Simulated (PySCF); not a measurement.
Compound: 2-ethylphenol, C8H10O.
Numbering: `[CH3:1][CH2:2][c:3]1[cH:4][cH:5][cH:6][cH:7][c:8]1[OH:9]` (hydrogens: H10, H11, H12 on C1; H13, H14 on C2; H15 on C4; H16 on C5; H17 on C6; H18 on C7; H19 on O9)

The same species was optimised twice, with GFN2-xTB and with PBE0-D3(BJ)/def2-SVP (PySCF), and the same property calculations (PySCF, gas phase) were run on both structures.

```json
{"coordinate": "C4–C5 (Å)", "GFN2-xTB": "1.385", "PBE0-D3(BJ)/def2-SVP": "1.395", "change": "+0.010"}
{"coordinate": "C8–O9 (Å)", "GFN2-xTB": "1.365", "PBE0-D3(BJ)/def2-SVP": "1.355", "change": "-0.010"}
{"coordinate": "C3–C4 (Å)", "GFN2-xTB": "1.385", "PBE0-D3(BJ)/def2-SVP": "1.395", "change": "+0.010"}
{"coordinate": "C6–C7 (Å)", "GFN2-xTB": "1.383", "PBE0-D3(BJ)/def2-SVP": "1.393", "change": "+0.010"}
{"coordinate": "C5–C6 (Å)", "GFN2-xTB": "1.382", "PBE0-D3(BJ)/def2-SVP": "1.392", "change": "+0.010"}
{"coordinate": "C7–C8 (Å)", "GFN2-xTB": "1.388", "PBE0-D3(BJ)/def2-SVP": "1.396", "change": "+0.008"}
{"coordinate": "C3–C8 (Å)", "GFN2-xTB": "1.399", "PBE0-D3(BJ)/def2-SVP": "1.407", "change": "+0.008"}
{"coordinate": "C1–C2 (Å)", "GFN2-xTB": "1.530", "PBE0-D3(BJ)/def2-SVP": "1.527", "change": "-0.003"}
{"coordinate": "C2–C3 (Å)", "GFN2-xTB": "1.501", "PBE0-D3(BJ)/def2-SVP": "1.503", "change": "+0.002"}
{"coordinate": "C1–C2–C3 (°)", "GFN2-xTB": "110.6", "PBE0-D3(BJ)/def2-SVP": "113.0", "change": "+2.4"}
{"coordinate": "C3–C8–O9 (°)", "GFN2-xTB": "118.4", "PBE0-D3(BJ)/def2-SVP": "117.3", "change": "-1.1"}
{"coordinate": "C7–C8–O9 (°)", "GFN2-xTB": "121.3", "PBE0-D3(BJ)/def2-SVP": "122.1", "change": "+0.8"}
{"coordinate": "C4–C3–C8 (°)", "GFN2-xTB": "118.4", "PBE0-D3(BJ)/def2-SVP": "117.8", "change": "-0.6"}
{"coordinate": "C2–C3–C4 (°)", "GFN2-xTB": "121.5", "PBE0-D3(BJ)/def2-SVP": "122.0", "change": "+0.5"}
{"coordinate": "C3–C4–C5 (°)", "GFN2-xTB": "121.5", "PBE0-D3(BJ)/def2-SVP": "122.0", "change": "+0.5"}
{"coordinate": "C3–C8–C7 (°)", "GFN2-xTB": "120.2", "PBE0-D3(BJ)/def2-SVP": "120.6", "change": "+0.4"}
{"coordinate": "C4–C5–C6 (°)", "GFN2-xTB": "119.6", "PBE0-D3(BJ)/def2-SVP": "119.3", "change": "-0.3"}
{"coordinate": "C1–C2–C3–C4 (°)", "GFN2-xTB": "-95", "PBE0-D3(BJ)/def2-SVP": "-101", "change": "-6"}
```

Rotational constants: A = 2664, B = 1463, C = 1025 MHz (GFN2-xTB) against A = 2714, B = 1426, C = 1010 MHz (PBE0-D3(BJ)/def2-SVP). Point groups within 0.08 Å: C1 and C1.

On the GFN2-xTB structure: HOMO (eV) -6.43 [PBE0/pcSseg-1]; LUMO (eV) -0.10 [PBE0/pcSseg-1]; dipole (D) 1.13 [PBE0/pcSseg-1]; GIAO shielding of C1 (ppm) 168.2 [PBE0/pcSseg-1]; GIAO shielding of C2 (ppm) 157.9 [PBE0/pcSseg-1]; GIAO shielding of C3 (ppm) 50.4 [PBE0/pcSseg-1]; GIAO shielding of C4 (ppm) 51.1 [PBE0/pcSseg-1]; GIAO shielding of C5 (ppm) 61.2 [PBE0/pcSseg-1]; GIAO shielding of C6 (ppm) 54.8 [PBE0/pcSseg-1]; GIAO shielding of C7 (ppm) 69.0 [PBE0/pcSseg-1]; GIAO shielding of C8 (ppm) 26.4 [PBE0/pcSseg-1].

**Question.** What do these properties become on the PBE0-D3(BJ)/def2-SVP structure?

**Answer.** 
```json
{"property": "HOMO (eV)", "level": "PBE0/pcSseg-1", "on GFN2-xTB": "-6.43", "on PBE0-D3(BJ)/def2-SVP": "-6.40", "change": "+0.03"}
{"property": "LUMO (eV)", "level": "PBE0/pcSseg-1", "on GFN2-xTB": "-0.10", "on PBE0-D3(BJ)/def2-SVP": "-0.15", "change": "-0.05"}
{"property": "dipole (D)", "level": "PBE0/pcSseg-1", "on GFN2-xTB": "1.13", "on PBE0-D3(BJ)/def2-SVP": "1.19", "change": "+0.06"}
{"property": "energy, GFN2-xTB geometry as zero (kcal/mol)", "level": "PBE0/pcSseg-1", "on GFN2-xTB": "0.0", "on PBE0-D3(BJ)/def2-SVP": "-0.5", "change": "-0.5"}
{"property": "GIAO shielding of C1 (ppm)", "level": "PBE0/pcSseg-1", "on GFN2-xTB": "168.2", "on PBE0-D3(BJ)/def2-SVP": "167.6", "change": "-0.6"}
{"property": "GIAO shielding of C2 (ppm)", "level": "PBE0/pcSseg-1", "on GFN2-xTB": "157.9", "on PBE0-D3(BJ)/def2-SVP": "156.1", "change": "-1.8"}
{"property": "GIAO shielding of C3 (ppm)", "level": "PBE0/pcSseg-1", "on GFN2-xTB": "50.4", "on PBE0-D3(BJ)/def2-SVP": "49.2", "change": "-1.2"}
{"property": "GIAO shielding of C4 (ppm)", "level": "PBE0/pcSseg-1", "on GFN2-xTB": "51.1", "on PBE0-D3(BJ)/def2-SVP": "47.9", "change": "-3.2"}
{"property": "GIAO shielding of C5 (ppm)", "level": "PBE0/pcSseg-1", "on GFN2-xTB": "61.2", "on PBE0-D3(BJ)/def2-SVP": "59.3", "change": "-1.9"}
{"property": "GIAO shielding of C6 (ppm)", "level": "PBE0/pcSseg-1", "on GFN2-xTB": "54.8", "on PBE0-D3(BJ)/def2-SVP": "51.8", "change": "-3.0"}
{"property": "GIAO shielding of C7 (ppm)", "level": "PBE0/pcSseg-1", "on GFN2-xTB": "69.0", "on PBE0-D3(BJ)/def2-SVP": "68.0", "change": "-1.0"}
{"property": "GIAO shielding of C8 (ppm)", "level": "PBE0/pcSseg-1", "on GFN2-xTB": "26.4", "on PBE0-D3(BJ)/def2-SVP": "24.8", "change": "-1.6"}
```

The heavy atoms differ by 0.045 Å rms after alignment. Among bonds between heavy atoms C3–C4, C4–C5, C5–C6, C6–C7 and C8–O9 change most and about equally (-0.010 to +0.010 Å). Changes are differences of the printed values. Neither structure is proved a minimum here.

Conformer computed: `[CH3:1][CH2:2][c:3]1[cH:4][cH:5][cH:6][cH:7][c:8]1[OH:9]`: C1–C2–C3–C4 -101°, H–O9–C8–C7 -1°.
